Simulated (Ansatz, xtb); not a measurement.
Relative energy of two isomers of F3H2PSi

Structure I is `F[SiH2]P(F)F`, a singlet and structure II is `FP[SiH](F)F`, a singlet. Both are isolated molecules in the gas phase, relaxed with PBE-D3(BJ)/def2-SVP; the shapes shown needn't be the lowest conformers.

I (Å):

```xyz
7

F    -0.3628    0.3080   -1.0529
F    -2.9565   -1.6801   -0.4348
F    -2.9320    0.3457    1.0534
P    -3.5461   -0.1464   -0.3897
Si   -1.8182    0.7611   -1.6537
H    -1.9380    0.2601   -3.0658
H    -1.9185    2.2600   -1.6041
```

II (Å):

```json
{"atom": "F", "x (Å)": "1.7719", "y (Å)": "-2.8648", "z (Å)": "-0.2562"}
{"atom": "F", "x (Å)": "2.6510", "y (Å)": "0.6294", "z (Å)": "-0.4091"}
{"atom": "F", "x (Å)": "0.2286", "y (Å)": "0.9942", "z (Å)": "-1.3664"}
{"atom": "P", "x (Å)": "1.2550", "y (Å)": "-2.0094", "z (Å)": "-1.5805"}
{"atom": "Si", "x (Å)": "1.1558", "y (Å)": "-0.0129", "z (Å)": "-0.4785"}
{"atom": "H", "x (Å)": "-0.1768", "y (Å)": "-2.1633", "z (Å)": "-1.3855"}
{"atom": "H", "x (Å)": "0.6261", "y (Å)": "-0.0866", "z (Å)": "0.9184"}
```

Q: Estimate which is lower in electronic energy at CCSD(T)/def2-SVP + ΔMP2/def2-TZVPP, and by roughly how much.

A: The CCSD(T)/def2-SVP + ΔMP2/def2-TZVPP calculation puts structure II lower, by 28.2 kcal/mol.

The same difference at several levels:

```csv
level,geometry,E(II) − E(I) (kcal/mol),departure from the last row (kcal/mol),"job, with rough time for the two"
GFN2-xTB,GFN2-xTB,−12.7,+15.5,"optimisation, 0.24 s"
HF/STO-3G,GFN2-xTB,−12.0,+16.2,"single point, 0.34 s"
r2SCAN-D4/def2-SVP,GFN2-xTB,−25.5,+2.7,"single point, 3.3 s"
PBE-D3(BJ)/def2-SVP,PBE-D3(BJ)/def2-SVP,−24.4,+3.9,"optimisation, 22 s"
HF/def2-SVP,PBE-D3(BJ)/def2-SVP,−29.7,−1.5,part of the CCSD(T) run
MP2/def2-SVP,PBE-D3(BJ)/def2-SVP,−29.4,−1.2,part of the CCSD(T) run
CCSD(T)/def2-SVP,PBE-D3(BJ)/def2-SVP,−28.5,−0.3,single point
CCSD(T)/def2-SVP + ΔMP2/def2-TZVPP,PBE-D3(BJ)/def2-SVP,−28.2,,"single point, 22 s"
```

As drawn, II has 1 F–Si, 1 P–H in place of 1 F–P, 1 Si–H.

The levels shown agree on the order. The largest departure from CCSD(T)/def2-SVP + ΔMP2/def2-TZVPP is that of HF/STO-3G, 16.2 kcal/mol. The last row adds to CCSD(T) the change of the MP2 difference between the two basis sets, here +0.3 kcal/mol.

With harmonic frequencies from PBE-D3(BJ)/def2-SVP (ideal gas, rigid rotor, one conformer each, 600 K, 1 atm): the zero-point term adds +0.6 kcal/mol; ΔH is −27.9 and ΔG −27.4 kcal/mol.

The correlated steps freeze 13 core orbitals. Mirror images aren't counted in ΔG. Programs: Ansatz 0.2.0, xtb 6.7.1; the last row on 1 thread of Intel(R) Xeon(R) 6975P-C (Granite Rapids) on a shared host.
